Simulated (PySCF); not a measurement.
CH$_{7}$B$_{2}$N, SMILES `BCBN`, neutral singlet in the gas phase. 

Z-matrix (Å, degrees):
```
B
N 1 1.3925
H 2 1.0062 1 123.03
H 2 1.0078 3 113.60 1 -179.32
H 1 1.1940 2 117.73 3 1.46
C 1 1.5903 5 121.06 2 -178.69
H 6 1.0926 1 110.26 5 -157.83
H 6 1.0947 7 110.57 1 -116.74
B 6 1.5424 7 113.49 8 -125.90
H 9 1.1943 6 120.83 7 161.02
H 9 1.1950 10 118.12 6 -176.30
```
Charge 0, spin multiplicity 1.

All levels are single points at this geometry (B3LYP-D3(BJ)/def2-TZVP); Pople sets use spherical d functions. Orbital energies aren't observables, and empty levels follow the basis.

HF/STO-3G in PySCF gives gap (eV) = 16.71.

Q: Estimate the gap (eV) from each of these levels: PBE-D3(BJ)/def2-TZVP in PySCF; ωB97X-D3(BJ)/def2-TZVP in PySCF; B3LYP/3-21G in PySCF; B3LYP/6-311+G** in PySCF; B3LYP/6-31G* in PySCF.

A: 
| level | gap (eV) |
|---|---|
| PBE-D3(BJ)/def2-TZVP in PySCF | 4.85 |
| ωB97X-D3(BJ)/def2-TZVP in PySCF | 11.78 |
| B3LYP/3-21G in PySCF | 6.76 |
| B3LYP/6-311+G** in PySCF | 6.68 |
| B3LYP/6-31G* in PySCF | 6.80 |
